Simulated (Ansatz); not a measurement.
The cluster Sn6⁺ (the lowest doublet isomer of a short search). Total charge 1; doublet. Geometry r2SCAN-D4/def2-SVP, basis def2-TZVP, Ansatz.

```xyz
6

Sn   -0.3971    0.9032    2.1792
Sn   -0.9901   -1.4784    0.1953
Sn    1.0644    1.3129   -0.5926
Sn   -1.8004    1.1815   -0.5086
Sn    0.4127   -0.9513   -2.2933
Sn    1.7105   -0.9679    1.0201
```

| run | HOMO (eV) | LUMO (eV) |
| --- | --- | --- |
| A | -9.70 | -7.82 |
| B | -10.30 | -7.15 |
| C | -8.89 | -8.39 |
| D | -9.24 | -8.30 |
| E | -8.83 | -8.28 |

In the def2 sets Sn takes a core potential; there is no spin–orbit coupling. The structure comes from a short search, and lower isomers may exist.

HOMO and LUMO are taken over both spins.

The runs used BHLYP, PBE, PBE0, r2SCAN, revPBE. Estimate which is which.

A PBE0 (25 % exact exchange); B BHLYP (50 % exact exchange); C PBE (0 % exact exchange); D r2SCAN (0 % exact exchange); E revPBE (0 % exact exchange). Exact exchange lowers occupied and raises empty levels; among semilocal functionals meta-GGAs tend to open the gap a little, and such runs are hard to tell apart. The gap grows from 0.50 eV (PBE) to 3.14 eV (BHLYP).
